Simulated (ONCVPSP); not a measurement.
# Potentials for Pt (Z = 78) compared

Generated with ld1.x 7.5 (TM, RRKJ, ultrasoft, PAW), atompaw 4.2 or ONCVPSP 4.0.1. The cutoff is in Ry: for ld1.x and atompaw files where the sum of valence levels is converged to 10 mRy in a Bessel basis, for ONCV files where the hardest occupied wave has 1 mHa per electron of residual kinetic energy. The error is the largest all-electron minus pseudo excitation energy over each file’s own four to seven test configurations (ionisations up to +4, promotions, holes and added fractions of an electron), all of which were solved. The labels leave out finer settings (local radius, basis sizes, second energies), which also bear on the numbers. Spin-polarised tests are not counted. The rows are a selection from randomly drawn settings: files with unsolved tests, undetermined cutoffs or missed reference levels are left out.

A true bound ghost makes a file unfit for plane-wave use even where its test errors are small: the radial tests pick states by their node count and pass the ghost by.

```csv
potential,cutoff (Ry),largest error (meV),bound ghosts
"ONCV, PBE, fully relativistic, rc 1.70/1.25/1.55 (spd), local smoothed, core correction yes, reference 5s2 5p6 5d9 6s1, qcut 7.5/6.6/6.9, projectors 2/2/3",290,-4.9,p3/2
"ONCV, LDA (Perdew-Wang 92), scalar-relativistic, rc 1.55/1.50/2.15/1.00 (spdf), local smoothed, core correction yes, reference 4f14 5s2 5p6 5d9 6p1, qcut 6.3/10.3/6.4/17, projectors 2/3/2/2",262,-2.2,none
"ONCV, PBE, scalar-relativistic, rc 2.45/2.50/2.00/2.00 (spdf), local f, core correction yes, reference 5d9 6s1, qcut 2.8/3.8/7.6/5.9, projectors 2/2/3/0",38,-503,s
"ONCV, PBE, scalar-relativistic, rc 1.80/1.10/2.20 (spd), local smoothed, core correction no, reference 5s2 5p6 5d9 6s1, qcut 8.4/7.2/6, projectors 2/2/2",280,+17,none
"ONCV, PBE, fully relativistic, rc 1.15/1.80/1.80 (spd), local smoothed, core correction yes, reference 5s2 5p6 5d9, qcut 5.3/8.3/7.3, projectors 2/2/1",263,-5.1,s
```

(1) Fill in the row for Pt: ONCV, LDA (Perdew-Zunger), scalar-relativistic, rc 1.55/1.90/1.55 (spd), local d, core correction yes, reference 5s2 5p6 5d9 6s1, qcut 9.6/8.1/11.8, projectors 2/3/0.

Answers

(1) cutoff 59 Ry, largest error -190 meV, bound ghosts: none.
